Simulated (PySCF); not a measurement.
C$_{4}$H$_{12}$Ge, charge -1, doublet, at the geometry of the source list (a state made from the parent by changing its charge; the spin is typed, not shown lowest) (in this run its highest filled SCF level lies above zero, so its values depend strongly on the basis, on diffuse functions most of all); BHANDHLYP/def2-SVP run with PySCF.

Input for PySCF:
```python
from pyscf import gto, scf, dft

mol = gto.M(
    atom='''
Ge    1.85720000    0.92320000   -0.02010000
C     0.55550000   -0.11330000    1.04580000
C    -0.77790000   -0.43900000    0.37320000
C    -0.59960000   -1.50680000   -0.70060000
C    -1.40340000    0.81520000   -0.22470000
H     3.17210000    0.94820000    0.69370000
H     2.12600000    0.36860000   -1.38440000
H     1.44780000    2.34930000   -0.20180000
H     0.36660000    0.46060000    1.95700000
H     1.03610000   -1.04230000    1.36100000
H    -1.45630000   -0.83560000    1.14090000
H     0.12200000   -1.17200000   -1.44360000
H    -1.54410000   -1.70630000   -1.20110000
H    -0.23900000   -2.43650000   -0.26390000
H    -0.82780000    1.13540000   -1.09430000
H    -1.40790000    1.62390000    0.50350000
H    -2.42730000    0.62740000   -0.54060000
''',
    basis='def2-svp',
    charge=-1,
    spin=1,
    verbose=4,
)

mf = dft.UKS(mol)
mf.xc = 'bhandhlyp'
mf.kernel()
```

Output, abridged:

```
PySCF version 2.14.0

[INPUT] verbose = 4
[INPUT] num. atoms = 17
[INPUT] num. electrons = 69
[INPUT] charge = -1
[INPUT] spin (= nelec alpha-beta = 2S) = 1
[INPUT] symmetry False subgroup None
[INPUT] Mole.unit = angstrom
[INPUT] Symbol           X                Y                Z      unit          X                Y                Z       unit  Magmom
[...]
nuclear repulsion = 367.058359657836
number of shells = 72
number of NR pGTOs = 254
number of NR cGTOs = 148
basis = def2-svp
ecp = {}

******** <class 'pyscf.dft.uks.UKS'> ********
method = UKS
initial guess = minao
damping factor = 0
level_shift factor = 0
DIIS = <class 'pyscf.scf.diis.CDIIS'>
diis_start_cycle = 1
diis_space = 8
diis_damp = 0
SCF conv_tol = 1e-09
SCF conv_tol_grad = None
SCF max_cycles = 50
direct_scf = True
direct_scf_tol = 1e-13
number electrons alpha = 35  beta = 34
XC library pyscf.dft.libxc version 7.1.2
    S. Lehtola, C. Steigemann, M. J. T. Oliveira, and M. A. L. Marques,  SoftwareX 7, 1–5 (2018)
XC functionals = bhandhlyp
    A. D. Becke,  J. Chem. Phys. 98, 1372 (1993)
    Defined through Gaussian implementation.
radial grids:
    Treutler-Ahlrichs [JCP 102, 346 (1995); DOI:10.1063/1.469408] (M4) radial grids

becke partition: Becke, JCP 88, 2547 (1988); DOI:10.1063/1.454033
pruning grids: <function nwchem_prune>
grids dens level: 3
symmetrized grids: False
atomic radii adjust function: <function treutler_atomic_radii_adjust>
small_rho_cutoff = 0
Set gradient conv threshold to 3.16228e-05
tot grids = 194808
init E= -2235.81069775872

cycle= 1 E= -2235.9699393444  delta_E= -0.159  |g|= 0.307  |ddm|=  6.3
cycle= 2 E= -2235.98654910367  delta_E= -0.0166  |g|= 0.275  |ddm|= 3.24
cycle= 3 E= -2236.02156447461  delta_E= -0.035  |g|= 0.0299  |ddm|= 0.873
cycle= 4 E= -2236.0221266144  delta_E= -0.000562  |g|= 0.0163  |ddm|= 0.402
cycle= 5 E= -2236.02231410069  delta_E= -0.000187  |g|= 0.00299  |ddm|= 0.141
cycle= 6 E= -2236.02235654431  delta_E= -4.24e-05  |g|= 0.00184  |ddm|= 0.138
cycle= 7 E= -2236.02238568535  delta_E= -2.91e-05  |g|= 0.00105  |ddm|= 0.146
cycle= 8 E= -2236.02239582806  delta_E= -1.01e-05  |g|= 0.000531  |ddm|= 0.103
cycle= 9 E= -2236.02239799864  delta_E= -2.17e-06  |g|= 0.000166  |ddm|= 0.0576
cycle= 10 E= -2236.02239821326  delta_E= -2.15e-07  |g|= 8.19e-05  |ddm|= 0.0141
cycle= 11 E= -2236.02239827392  delta_E= -6.07e-08  |g|= 4.49e-05  |ddm|= 0.00724
cycle= 12 E= -2236.02239829513  delta_E= -2.12e-08  |g|= 3.2e-05  |ddm|= 0.00462
cycle= 13 E= -2236.02239830332  delta_E= -8.19e-09  |g|= 1.79e-05  |ddm|= 0.00316
cycle= 14 E= -2236.02239830649  delta_E= -3.17e-09  |g|= 7.63e-06  |ddm|= 0.00262
cycle= 15 E= -2236.02239830678  delta_E= -2.92e-10  |g|= 4.86e-06  |ddm|= 0.000689
Extra cycle  E= -2236.0223983068  delta_E= -2.14e-11  |g|= 4.16e-06  |ddm|= 0.00014
converged SCF energy = -2236.0223983068  <S^2> = 0.75144804  2S+1 = 2.0014475
```
